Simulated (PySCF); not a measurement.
Gas-phase reaction: HfCl4 + 4 OH → HfCl2(OH)2 + O2 + 2 HCl

Energies from PySCF, thermal terms from the rigid-rotor harmonic-oscillator model, ideal gas at 1 bar. † marks an energy on the PBE0/def2-TZVP geometry and frequencies. MP2 freezes the core. Open shells (unrestricted): OH (multiplicity 2, electronic degeneracy 4), O2 (multiplicity 3); the rest are closed-shell singlets. Spin-orbit splitting is ignored; it lowers the true energy and changes the entropy of OH. B3LYP is the form with VWN-RPA correlation. Hf: scalar-relativistic def2 core potential, no spin-orbit coupling. HfCl2(OH)2: computed as isolated molecules; such fragments, hydroxides, amides, oligomers or adducts are transient or little studied in the gas. MP2 isn't extrapolated to the basis-set limit; its ΔH°(298 K) is -666.6 kJ in def2-SVP and -655.6 kJ in def2-TZVPP. The harmonic model lacks anharmonicity and excited electronic states, which grow with temperature; levels with a mode under 35 cm⁻¹ are left out. Soft modes under 120 cm⁻¹ make the harmonic entropy rough for HfCl4, HfCl2(OH)2.

```
level              ΔE electronic, kJ  ΔH°(298 K), kJ  ΔS°(298 K), J/K  ΔG°(1800 K), kJ
-----------------  -----------------  --------------  ---------------  ---------------
B3LYP/def2-TZVP†                -605            -595             -134             -360
BLYP/def2-TZVP†                 -645            -635             -134             -400
MP2/def2-SVP†                   -676            -667             -134             -432
PBE/def2-TZVP†                  -678            -668             -134             -433
PBE0/def2-SVP†                  -643            -633             -134             -398
r2SCAN/def2-TZVP†               -607            -598             -134             -363
```
ΔH° is lowest at PBE/def2-TZVP† and highest at B3LYP/def2-TZVP†. No reference value is set beside these.
